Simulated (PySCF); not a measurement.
YOF, SMILES [O]=[Y][F].

The structure is a stationary point at PBE0-D3(BJ)/def2-TZVP. The def2 effective core potentials stand for the cores of Y; spin–orbit coupling is left out.

Two levels are set side by side: PBE/def2-TZVPD (PySCF) and PBE0/def2-TZVPD (PySCF). Same geometry, gas phase. Differences are taken from unrounded values.

```tsv
quantity	PBE
orbital gap (eV)	2.34
highest occupied level (eV)	-5.34
lowest empty level (eV)	-3.00
dipole moment (D)	7.24
mean polarisability (bohr³)	40.0
```

Question: These are the PBE values. What does PBE0 give? (An estimate is asked for; the answer gives what the named calculation found.)

Answer: 
```csv
quantity,PBE0,PBE minus PBE0
orbital gap (eV),4.38,-2.04
highest occupied level (eV),-6.76,1.41
lowest empty level (eV),-2.37,-0.63
dipole moment (D),7.73,-0.49
mean polarisability (bohr³),35.9,4.1
```

PBE's occupied levels lie high since its potential decays too fast outside the molecule; exact exchange lowers them and widens the gap. PBE's more diffuse valence density responds more strongly to a field. Differences between two approximate levels are no errors against the true value.

Rough cost on one machine, each run with all the roots and properties that it gave: PBE0 against PBE within a factor of 2.
